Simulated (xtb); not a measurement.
xtb input (GFN1-xTB):

```bash
xtb mol.xyz --gfn 1 --sp --chrg 1 --uhf 0
```
mol.xyz:
```
3

Ga     0.00000000     0.00000000     0.00000000
Br     0.00000000     0.00000000     2.18365261
Br    -0.00000000    -0.00000000    -2.18365261
```

End of the output:

```
         :::::::::::::::::::::::::::::::::::::::::::::::::::::
         ::                     SUMMARY                     ::
         :::::::::::::::::::::::::::::::::::::::::::::::::::::
         :: total energy              -8.698607223780 Eh    ::
         :: gradient norm              0.064432655913 Eh/a0 ::
         :: HOMO-LUMO gap              4.768329237088 eV    ::
         ::.................................................::
         :: SCC energy                -8.753518148505 Eh    ::
         :: -> electrostatic           0.113343650309 Eh    ::
         :: repulsion energy           0.055952382331 Eh    ::
         :: dispersion energy         -0.001041457606 Eh    ::
         :: halogen bond corr.         0.000000000000 Eh    ::
         :: add. restraining           0.000000000000 Eh    ::
         :: total charge               1.000000000000 e     ::
         :::::::::::::::::::::::::::::::::::::::::::::::::::::

           -------------------------------------------------
          |                Property Printout                |
           -------------------------------------------------

    * Orbital Energies and Occupations

         #    Occupation            Energy/Eh            Energy/eV
      -------------------------------------------------------------
         1        2.0000           -0.9819206             -26.7194
         2        2.0000           -0.9772471             -26.5922
         3        2.0000           -0.7971971             -21.6928
         4        2.0000           -0.7206944             -19.6111
         5        2.0000           -0.7137678             -19.4226
         6        2.0000           -0.7137678             -19.4226
         7        2.0000           -0.7117390             -19.3674
         8        2.0000           -0.7117390             -19.3674 (HOMO)
         9                         -0.5365062             -14.5991 (LUMO)
        10                         -0.4281832             -11.6515
        11                         -0.4281832             -11.6515
        12                         -0.3863758             -10.5138
        13                         -0.3863758             -10.5138
        14                         -0.3562128              -9.6930
        15                         -0.3562128              -9.6930
        16                         -0.3552596              -9.6671
        17                         -0.3552596              -9.6671
        18                         -0.3549339              -9.6582
Note: The following floating-point exceptions are signalling: IEEE_DENORMAL
normal termination of xtb
        19                         -0.2952895              -8.0352
       ...                                ...                  ...
        27                          0.7852267              21.3671
      -------------------------------------------------------------
                  HL-Gap            0.1752329 Eh            4.7683 eV
             Fermi-level           -0.6241226 Eh          -16.9832 eV

  Mulliken/CM5 charges         n(s)   n(p)   n(d)
     1Ga    0.74917  0.68120   1.107  0.702  0.442
     2Br    0.12541  0.15940   1.908  4.974 -0.008
     3Br    0.12541  0.15940   1.908  4.974 -0.008

Wiberg/Mayer (AO) data.
largest (>0.10) Wiberg bond orders for each atom

 ---------------------------------------------------------------------------
     #   Z sym  total        # sym  WBO       # sym  WBO       # sym  WBO
 ---------------------------------------------------------------------------
     1  31 Ga   2.986 --     3 Br   1.493     2 Br   1.493
     2  35 Br   1.680 --     1 Ga   1.493     3 Br   0.187
     3  35 Br   1.680 --     1 Ga   1.493     2 Br   0.187
 ---------------------------------------------------------------------------

Topologies differ in total number of bonds
Writing topology from bond orders to xtbtopo.mol

 dipole moment from electron density (au)
     X       Y       Z
  -0.0000   0.0000  -0.0000  total (Debye):    0.000

           -------------------------------------------------
          | TOTAL ENERGY               -8.698607223780 Eh   |
          | GRADIENT NORM               0.064432655913 Eh/α |
          | HOMO-LUMO GAP               4.768329237088 eV   |
           -------------------------------------------------

------------------------------------------------------------------------
------------------------------------------------------------------------
 total:
 SCF:
```

It need not be the lowest isomer of its formula.
